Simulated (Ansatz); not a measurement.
This geometry of GeH3Se (5 atoms, charge 1, multiplicity 1) is a first-order saddle point.

Method: UKS PBE0-D4/def2-SVP in Ansatz.

```xyz
5
Properties=species:S:1:pos:R:3
Ge -1.036 -0.716 0.218
Se 0.193 1.258 -0.380
H 0.003 -1.334 1.194
H -0.662 -0.251 -1.320
H 1.502 1.042 0.287
```

**Question.** Which two structures does it join? (They come from a converged band through this point; their orientation in space is the band's.)

**Answer.** Bonds broken: Ge1–H4. Bonds formed: Se2–H4.

Initial state:

```xyz
5
Properties=species:S:1:pos:R:3
Ge -0.471 -0.469 -0.138
Se 0.709 1.393 -0.508
H -0.213 -1.322 1.099
H -1.524 -0.816 -1.182
H 1.499 1.214 0.728
```

Final state:

```xyz
5
Properties=species:S:1:pos:R:3
Ge -0.821 -1.457 0.482
Se -0.221 0.971 -0.282
H 0.069 -1.096 1.751
H -0.274 0.747 -1.739
H 1.247 0.836 -0.212
```

**Question.** How far does it lie above each of them?

**Answer.** 2.10 eV above the first and 1.62 eV above the second. This is the barrier of this one path; another mechanism may lie lower. The orbitals stay closed-shell, which can raise the energy where a bond breaks towards radicals; this wasn't checked here. Limits of this set-up: the dipole of an ion depends on the origin.

The run took 93 s on 2 threads of AMD EPYC 9R45 96-Core Processor (Zen 5), on a shared host, peak memory 0.29 GiB.
